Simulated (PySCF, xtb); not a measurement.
(Z)-1,2-difluoroethene (C₂H₂F₂), SMILES F/C=C\F.

Harmonic wavenumbers (cm⁻¹) from GFN2-xTB run with xtb at its own minimum, in rising order: 218, 449, 706, 784, 796, 1008, 1097, 1208, 1273, 1732, 3094, 3108.

Problem. What does B3LYP-D3(BJ)/def2-SVP (PySCF) give at its own minimum? (Estimate from the structure and the level; the computed values follow.)

Solution. 232, 511, 779, 780, 871, 1040, 1165, 1288, 1402, 1790, 3206, 3227. Paired by order, the mean absolute difference is 69 cm⁻¹ and the zero-point energies are 22.1 and 23.3 kcal/mol.
